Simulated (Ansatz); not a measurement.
Stepwise substitution at one centre (Ga F-SH). All species are isolated molecules in the gas phase. One relaxed conformer stands for each flexible species; it need not be the lowest. Strings in code marks are SMILES.

Quantity: vertical ionisation energy (energy after one electron is removed minus that of the parent at the parent's geometry), in eV.

A: `[F][Ga]([F])[SH]` (F–Ga–S–H torsion 0°)
B: `[SH][Ga]([SH])[SH]`
C: `[F][Ga]([F])[F]`

Question: Order them by vertical ionisation energy (energy after one electron is removed minus that of the parent at the parent's geometry) (lowest first) at the level frozen-core MP2/cc-pVTZ // CAM-B3LYP-D3(BJ)/def2-TZVP (Ansatz, an electronic-structure program).

Answer: B (10.05 eV), A (11.08 eV), C (15.53 eV)
